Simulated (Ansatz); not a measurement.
`[Cl][Zr]([Cl])([Cl])[I]` + `CC(C)N` → `CC(C)[NH][Zr]([Cl])([Cl])[Cl]` + HI at 600 K and 1 bar (ligand exchange at a Zr–I bond).

Gas-phase electronic energies from Ansatz, PBE0-D4/def2-TZVP geometries. CCSD(T)/CBS is the MP2 limit (def2-TZVPP, def2-QZVPP) plus CCSD(T) − MP2 in def2-TZVPP, frozen cores. def2 core potentials past Kr. For I, Zr outer-core shells are correlated without core-valence functions, which leaves a few kJ/mol of doubt a bond. One conformer a species, not always the lowest.

| species | CCSD(T)/CBS energy (Eh) | H − E (kJ/mol) | S (J/(mol·K)) |
| --- | --- | --- | --- |
| `[Cl][Zr]([Cl])([Cl])[I]` | -1724.06608 | 66.3 | 471.9 |
| `CC(C)N` | -174.28253 | 372.6 | 384.6 |
| `CC(C)[NH][Zr]([Cl])([Cl])[Cl]` | -1600.28862 | 397.4 | 629.3 |
| HI | -298.03592 | 31.6 | 227.0 |

H − E and S are ideal-gas, rigid-rotor, harmonic terms from PBE0-D4/def2-TZVP, for one conformer and one mirror image of each species. 1 Eh = 2625.50 kJ/mol, R = 8.31446 J/(mol·K).

By hand: ΔE, ΔH, ΔS and ΔG.

ΔE = (-1600.28862) + (-298.03592) − (-1724.06608) − (-174.28253) = 0.02407 Eh = 63.2 kJ/mol. Δ(H − E) = 397.4 + 31.6 − 66.3 − 372.6 = -9.9, so ΔH = 53.3 kJ/mol. ΔS = 629.3 + 227.0 − 471.9 − 384.6 = -0.2 J/(mol·K). ΔG = 53.3 − 600 × (-0.2)/1000 = 53.4 kJ/mol.

By hand: the equilibrium constant, and the temperature at which ΔG would vanish if ΔH and ΔS stayed fixed.

log₁₀ K = −ΔG/(RT ln 10) = -4.6. ΔH and −TΔS have one sign here, so there is no such temperature. One of them is within its doubt of zero, so this could turn.

The number of gas molecules stays the same, so ΔS is small and ΔH decides. A doubt of 5 kJ/mol in ΔE shifts log₁₀ K by 0.4 here. Other conformers and mirror images would add mixing entropy, several J/(mol·K) or more a flexible species. Modes under 60 cm⁻¹, often nearly free rotors, make the harmonic entropy too high. These are equilibria of isolated gas molecules and say nothing of rates. Largest T1 diagnostic: 0.015 (customary marks: 0.02 for closed shells, 0.045 for open ones).
